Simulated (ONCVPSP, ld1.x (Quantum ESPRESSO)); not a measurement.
Potentials for bromine (Br) compared

Generated with ld1.x 7.5 (TM, RRKJ, ultrasoft, PAW), atompaw 4.2 or ONCVPSP 4.0.1. The cutoff is in Ry: for ld1.x and atompaw files where the sum of valence levels is converged to 10 mRy in a Bessel basis, for ONCV files where the hardest occupied wave has 1 mHa per electron of residual kinetic energy. The error is the largest all-electron minus pseudo excitation energy over each file’s own four to seven test configurations (ionisations up to +4, promotions, holes and added fractions of an electron), all of which were solved. The labels leave out finer settings (local radius, basis sizes, second energies), which also bear on the numbers. Spin-polarised tests are not counted. The rows are a selection from randomly drawn settings: files with unsolved tests, undetermined cutoffs or missed reference levels are left out.

A true bound ghost makes a file unfit for plane-wave use even where its test errors are small: the radial tests pick states by their node count and pass the ghost by.

| potential | cutoff (Ry) | largest error (meV) | bound ghosts |
| --- | --- | --- | --- |
| ONCV, revPBE, scalar-relativistic, rc 1.55/1.80/1.70 (spd), local smoothed, core correction yes, reference 4s2 4p5, qcut 4.6/5.1/6.4, projectors 2/3/1 | 40 | -501 | none |
| ONCV, PBE, scalar-relativistic, rc 1.30/1.75/0.75 (spd), local smoothed, core correction yes, reference 3d10 4s2 4p5, qcut 4.3/5.2/16.3, projectors 2/2/3 | 272 | -25 | s, p |
| ONCV, PBE, non-relativistic, rc 0.75/1.00/0.75/0.80 (spdf), local smoothed, core correction no, reference 3s2 3p6 3d10 4s1 4p6, qcut 21.1/13.8/17.2/12.7, projectors 2/2/2/1 | 303 | -0.1 | none |
| TM, PBE, non-relativistic, rc 1.30/1.85 (sp), local smoothed, core correction yes, reference 4s2 4p5 | 45 | +24 | none |
| ONCV, LDA (Perdew-Wang 92), scalar-relativistic, rc 1.25/1.65/1.35 (spd), local smoothed, core correction yes, reference 4s1.5 4p5.5, qcut 4/4.5/8, projectors 3/2/1 | 78 | -39 | none |
| TM, LDA (PZ), scalar-relativistic, rc 1.30/1.65/1.65 (spd), local d, core correction no, reference 4s1.5 4p5.5 | 40 | +54 | none |
| ONCV, PBE, scalar-relativistic, rc 1.10/0.80/0.70 (spd), local smoothed, core correction yes, reference 3s2 3p6 3d10 4s2 4p5, qcut 9.7/20.3/20.4, projectors 3/2/3 | 364 | +50 | none |
| ONCV, PW91, scalar-relativistic, rc 1.15/1.75 (sp), local s, core correction no, reference 4s2 4p5, qcut 7.2/5.3, projectors 0/2 | 46 | -35 | none |

(1) Fill in the row for Br: ONCV, revPBE, scalar-relativistic, rc 0.70/1.05/0.95 (spd), local smoothed, core correction no, reference 3s2 3p6 3d10 4s2 4p5, qcut 17.8/11.5/13.6, projectors 2/3/2.

## Answers

(1) cutoff 236 Ry, largest error +384 meV, bound ghosts: none.
